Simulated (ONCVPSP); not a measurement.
strontium: ONCV pseudisation with PBEsol, scalar-relativistic reference atom.

ONCVPSP 4.0.1 input, shortened (lines: element, Z, core and valence counts, functional; n l f; lmax; l rc ep ncon nbas qcut; lloc lpopt rc5 dvloc0; l nproj debl; icmod fcfact rcfact), PBEsol, scalar-relativistic:

```
  Sr 38.00    6    3  -116133      upf
    1    0    2.00
    2    0    2.00
    2    1    6.00
    3    0    2.00
    3    1    6.00
    3    2   10.00
    4    0    2.00
    4    1    6.00
    5    0    2.00
    2
    0    2.55    0.00    4    7    3.70
    1    2.10    0.00    4    9    6.50
    2    2.10    0.20    5    8    4.50
    2    5    2.10    0.00
    0    2    0.80
    1    2    3.80
    2    0    1.90
    0    0.00    0.00
```

In the d channel the program set the typed energies aside and used 0.050 Ha.

Poles of the logarithmic derivatives, all-electron (AE) and pseudo (PS). s: poles at -1.4, 2.1 (AE) and -1.4, 1.9, 4.0 (PS) Ha. p: poles at -0.3 (AE) and -0.3 (PS) Ha. d: poles at 1.1 (AE) and 1.1 (PS) Ha. Test radii: s 2.59, p 2.13, d 2.13 bohr.

* Cutoffs needed: 7.4 Ha and 14 Ha (the cutoffs (Ha) at which the residual kinetic energy of the hardest occupied pseudo-wave falls to 1 and 0.1 mHa per electron)
* Ghost test: no bound ghost flagged; no localised positive-energy state flagged
* Largest excitation error: -7.5 meV (all-electron minus pseudo) for 4s2 4p6 5s0 5p1, out of 4 test configurations
